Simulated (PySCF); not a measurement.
# Electron affinity of Nb by level of theory

Nb⁻ [Kr] 4d4 5s2 [4d3/2^4, M_J = 0] → Nb [Kr] 4d4 5s1 [4d3/2^4 5s1/2^1, M_J = 1/2], as a difference of total energies. Calculation: PySCF 2.14, in x2c-TZVPall-2c with one added diffuse shell each of s, p, d type (9s10p8d1f, 86 functions); the two-component X2C-1e Hamiltonian. Correlated levels: [Ar] 3d10 frozen; the 6 highest virtual spinors dropped. "Screened" scales the spin-orbit matrix elements by Boettger's factors to mimic the two-electron term; Breit and QED terms are absent.

```csv
method,electron affinity (eV),error (eV)
GHF (screened spin-orbit),-0.290,-1.207
GMP2 (screened spin-orbit),0.243,-0.674
```

Reference: 0.917 eV (measured; photodetachment measurements, as compiled on the Wikipedia data page of electron affinities).

Errors of the correlated levels include the incompleteness of this basis and the frozen core.

The labels give the starting determinants; with spin-orbit coupling the two ends relaxed to ⟨J²⟩ = 4.26, ⟨L²⟩ = 6.02, ⟨S²⟩ = 6.38 and ⟨J²⟩ = 4.62, ⟨L²⟩ = 6.01, ⟨S²⟩ = 8.75.

A negative affinity means that the anion lies above the atom at that level of theory.

The determinant of Nb⁻ and of Nb mixes levels of different J (the jj label is only the starting occupation), so the difference between spin-free and spin-orbit rows is not the physical spin-orbit shift.
